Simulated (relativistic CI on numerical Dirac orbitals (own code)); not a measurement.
Method of calculation: Dirac-Coulomb-Breit CI, orbitals from a KLI potential per configuration, model QED, unscaled Slater integrals (own radial code, finite nucleus).

The strongest absorption lines from the ground level of an ion, among the configurations computed and to levels below about 137 eV (vacuum wavelength in Å, gf): 108.82 (0.59), 113.96 (0.81), 175.94 (1.2), 181.00 (10), 185.46 (1.4), 187.88 (5.2), 189.50 (2.1), 192.39 (0.69).

Q: Which ion is it?
A. Ag XIV
B. In XVI
C. Rh XII
D. Nb VIII

A: C. Rh XII has 34 electrons and the ground level 4s²4p⁴ ³P2; the strongest line goes to 4s²4p³4d ³D°3. The pattern of lines fixes the number of electrons, and along that sequence the line energies rise steadily with the charge (about as its square where n changes within one kind of shell, about linearly where n is kept but much faster in heavy ions where fine structure, which grows about as Z⁴, sets the gap, and irregularly where shells cross), which fixes Z. Configurations outside the model, such as inner-shell arrays, can give stronger lines. At this charge energies of transitions that change n are usually good to better than 1 %, and those within a shell (Δn = 0) to a few per cent.

LS names give the leading component of a level, which can be under half, so a name can repeat, a term be missing and a line seem to break the LS rules.
